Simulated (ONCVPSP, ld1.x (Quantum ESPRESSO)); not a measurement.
Pseudopotentials across the periodic table

Generated with ld1.x 7.5 (TM, RRKJ, ultrasoft, PAW), atompaw 4.2 or ONCVPSP 4.0.1. The cutoff is in Ry: for ld1.x and atompaw files where the sum of valence levels is converged to 10 mRy in a Bessel basis, for ONCV files where the hardest occupied wave has 1 mHa per electron of residual kinetic energy. The error is the largest all-electron minus pseudo excitation energy over each file’s own four to seven test configurations (ionisations up to +4, promotions, holes and added fractions of an electron), all of which were solved. The labels leave out finer settings (local radius, basis sizes, second energies), which also bear on the numbers. Spin-polarised tests are not counted. The rows are a selection from randomly drawn settings: files with unsolved tests, undetermined cutoffs or missed reference levels are left out.

A true bound ghost makes a file unfit for plane-wave use even where its test errors are small: the radial tests pick states by their node count and pass the ghost by.

```csv
element,potential,cutoff (Ry),largest error (meV),bound ghosts
Cu,"ultrasoft, LDA (PZ), scalar-relativistic, rc 1.15/1.25/0.90 (spd), local smoothed, core correction yes, reference 3s2 3p6 3d10 4s0.5 4p0",200,+51,none
As,"ONCV, LDA (Perdew-Zunger), scalar-relativistic, rc 1.35/1.90/0.70 (spd), local smoothed, core correction yes, reference 3d10 4s2 4p1, qcut 5.4/3.9/18.6, projectors 2/1/2",327,-786,"s, p"
Pd,"ONCV, LDA (Perdew-Zunger), scalar-relativistic, rc 1.85/1.40/1.30/1.40 (spdf), local smoothed, core correction yes, reference 4s2 4p6 4d9 5s1, qcut 6.2/10.5/8.4/8.5, projectors 3/2/2/2",66,-3.9,none
Lu,"ONCV, PBEsol, fully relativistic, rc 2.15/1.85/0.95/1.00 (spdf), local smoothed, core correction yes, reference 4d10 4f14 5s2 5p6 5d1 6s1, qcut 4.9/5.9/15.1/17.2, projectors 2/1/2/2",258,+141,"s, p3/2, p1/2"
Ir,"ONCV, LDA (Perdew-Wang 92), scalar-relativistic, rc 1.55/1.65/1.90 (spd), local smoothed, core correction yes, reference 5s2 5p6 5d7, qcut 9.5/9.1/6.6, projectors 2/2/2",58,-16,none
Hg,"ONCV, PBEsol, scalar-relativistic, rc 1.30/1.65/1.30 (spd), local d, core correction yes, reference 5s2 5p6 5d10, qcut 7.3/9/6.2, projectors 2/2/0",193,-7.9,none
```

(1) Fill in the row for Ba: ONCV, PBE, fully relativistic, rc 2.25/2.30/2.15 (spd), local smoothed, core correction yes, reference 5s2 5p6 6s1, qcut 4.5/6.5/5.3, projectors 2/3/2.

(2) Fill in the row for Cr: ONCV, LDA (Perdew-Wang 92), scalar-relativistic, rc 1.70/1.10/1.25 (spd), local smoothed, core correction yes, reference 3s2 3p6 3d5 4s0.75, qcut 6.8/14.6/14.4, projectors 2/1/2.

Results:

(1) cutoff 25 Ry, largest error -16 meV, bound ghosts: none.

(2) cutoff 133 Ry, largest error +8.9 meV, bound ghosts: none.
